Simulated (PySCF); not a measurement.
Computed IR spectrum (relative IR intensity) of a molecule C2H5F3Si. Coordinates come from a PBE-D3(BJ)/def2-SVP optimisation. Other conformers were not sampled. Calculation: PBE-D3(BJ)/def2-SVP (PySCF). Frequencies are harmonic and unscaled.

Lines under 2 % of the strongest are left out, and lines within 2 cm⁻¹ are merged.

ν (cm⁻¹): 391 (w), 466 (w), 653 (w), 713 (w), 728 (m), 855 (w), 861 (vs), 907 (m), 1088 (vs), 1102 (vs), 1186 (s), 1220 (w), 1380 (vw), 1385 (vw), 2182 (m), 2192 (s) (against the strongest line: vs over 80 %, s over 45 %, m over 15 %, w over 4 %, vw less)

Which molecule gave these data?
(A) C[SiH2]C(F)(F)F
(B) C[C@@H](F)[SiH](F)F
(C) CC[Si](F)(F)F
(D) CC(F)(F)[SiH2]F

A, C[SiH2]C(F)(F)F
